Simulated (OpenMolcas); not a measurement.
Cu2+ among 4 point charges of -1 e arranged as a tetrahedron (Td).

- Program: OpenMolcas
- Method: CASSCF
- Basis: ANO-RCC-VTZP [6s5p3d2f1g]
- Scalar Hamiltonian: DKH2, point nucleus
- Active space: 9 electrons in 5 orbitals (3d)
- State averaging: 2S+1 = 2 even, 5 roots
- Spin-orbit coupling: RASSI with atomic mean-field integrals over the reference wave functions

All point charges move together. At R = 1.81 Å |10Dq| is 896 cm-1, and at R = 1.9 Å it is 726 cm-1.

A third run gives 1227 cm-1. What distance was it run at?

With a power law R^-n the two known points give n = -ln(726 / 896) / ln(1.9 / 1.81) = 4.34. Then R = 1.81 × (896 / 1227)^(1/4.34) = 1.684 Å. The run was at 1.68 Å, so the estimate is off by +0.004 Å.

An orbital triplet at a regular site is open to Jahn-Teller coupling, which can distort the site and quench the lowest spin-orbit gaps and is left out. The ground term spreads over less than 5000 cm-1, several times less than with real ligands, so orbital moments are less quenched and χT lies further from the spin-only value than at real sites. This is an electrostatic model: the charges have no orbitals. No measured value stands beside these numbers.
